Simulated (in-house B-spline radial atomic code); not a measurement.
The numbers below are computed, except where a source is named.
# Ghost states of the separable form: Cu

Cu, [Ar] 3d10 4s1, non-relativistic LDA (VWN5), spherical and spin-unpolarised, from an all-electron radial atomic-structure program (B-spline basis) (atomic units; all potentials screened as in the neutral atom).

Troullier-Martins channels: 4s (ε = -0.1721, r_c = 1.87 bohr), 3d (ε = -0.2023, r_c = 1.531 bohr). In the Kleinman-Bylander form one channel serves as the local potential, and each other channel l becomes |δV u><u δV|/<u|δV|u>, with δV = V_l − V_local and u the pseudo-orbital. Its strength is E_KB = <u|δV²|u>/<u|δV|u>. By the analysis of Gonze, Stumpf and Scheffler a spurious state lies below the reference level ε if E_KB > 0 and ε is above the second level of the local potential alone, or if E_KB < 0 and ε is above its first. The table's levels are those of angular momentum l in a sphere of 9 bohr, whose wall can lift a shallow ε a little above its free-atom value.

```
local  channel  <u δV u>  <u δV² u>        ε  first local level  second local level
    s        d   -7.6193     106.96  -0.2023             0.1163              0.3616
    d        s    0.1773     1.3498  -0.1715           -12.4373             -1.0421
```

Q: Apply the rule to each row.

A: Local s, channel d: E_KB = -14, so ε = -0.2023 is set against 0.1163: no ghost. Local d, channel s: E_KB = +7.61, so ε = -0.1715 is set against -1.0421: a ghost.

Diagonalising the separable Hamiltonian gives:

```csv
local,channel,three lowest levels,"all-electron, two lowest valence levels"
s,d,"-0.2023, 0.1269, 0.3980","-0.2023, 0.1259"
d,s,"-7.6532, -0.1715, 0.0967","-0.1715, 0.0970"
```

Q: Which choices of local channel are safe?

A: Free of ghosts: s. With d local the s channel has a ghost 7.48 hartree below ε, since the local potential binds more than one state below ε, and a repulsive term of rank one raises each level at most to the next, so it clears only one of them. Among the safe choices the second level, which tests transfer, is off by at most 1.0 millihartree (s local).
